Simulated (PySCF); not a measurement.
Q: Write Cartesian coordinates for `CCc1pcn[n]1[PbH3]` as optimised with PBE0-D3(BJ)/def2-SVP.

A: 
```
atom  x, y, z in Å
C1    -1.027   -1.702   -0.523
C2    -0.652   -0.737    0.601
C3    -0.585    0.692    0.159
P4    -1.887    1.849    0.062
C5    -0.681    2.962   -0.592
N6     0.542    2.485   -0.706
N7     0.574    1.218   -0.286
Pb8    2.589    0.331   -0.392
H9    -1.067   -2.740   -0.158
H10   -2.012   -1.443   -0.938
H11   -0.299   -1.658   -1.347
H12    0.317   -1.032    1.043
H13   -1.385   -0.822    1.418
H14   -0.854    3.997   -0.899
H15    2.365   -1.175   -1.264
H16    3.467    1.570   -1.241
H17    3.043    0.086    1.285
```

Any rigid rotation of these coordinates is as good. Atoms count from 1 in this order. N7 (pyrrole-type nitrogen) is planar (angles 130.1°, 117.0° and 112.9°, sum 360.0°, 0.01 Å off the plane of its three neighbours). The C–N distances run from 1.317 Å (C5–N6, aromatic) to 1.348 Å (C3–N7, aromatic), a spread of 0.031 Å. Pb8 (lead bonded to N and 3 H) is distorted tetrahedral (angles from 101.5° to 115.8°). N6 (pyridine-type nitrogen) is bent (angle 109.8°).

Bonds between heavy atoms (Å): C1–C2 1.527, C2–C3 1.497, C3–P4 1.745, P4–C5 1.766, C5–N6 1.317, N6–N7 1.336, N7–Pb8 2.204, C3–N7 1.348.

Method used: PySCF 2.14.0, PBE0-D3(BJ)/def2-SVP geometry optimisation, gas phase, def2 core potentials past Kr.

Point group: C1 (no symmetry element, even within 0.4 Å). No frequency check. One conformer, not necessarily the lowest (C1–C2–C3–P4 86°).
